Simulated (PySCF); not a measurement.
**Ge (germanium, neutral) across methods**

[Ar] 3d10 4s2 4p2, high-spin 3P determinant. Computed with PySCF 2.14 in def2-QZVPPD, with no relativity, point nucleus. The B2PLYP total includes its PT2 part (frozen core); its orbital energies are those of the SCF part.

```
method  E (hartree)  mean ε 4s α (eV)  mean ε 4s β (eV)  mean ε 4p α (eV)  Σ⟨r²⟩ (bohr²)   ⟨S²⟩
r2SCAN    -2076.949           -12.318           -10.578            -4.722          40.64  2.005
  PBE0    -2076.701           -13.323           -11.355            -5.416          40.83  2.003
  BP86    -2077.230           -11.934           -10.655            -4.478          40.95  2.002
 B3LYP    -2077.012           -13.003           -11.424            -5.090          41.01  2.002
   PBE    -2076.650           -11.810           -10.436            -4.403          41.02  2.002
 wB97X    -2076.998           -15.972           -14.049            -7.410          40.57  2.003
   UHF  -2075.36300           -17.136           -13.035            -7.924          41.46  2.011
   LDA    -2073.811           -12.006           -10.782            -4.432          40.98  2.001
B2PLYP    -2076.553           -14.693           -12.172            -6.196          41.12  2.005
```
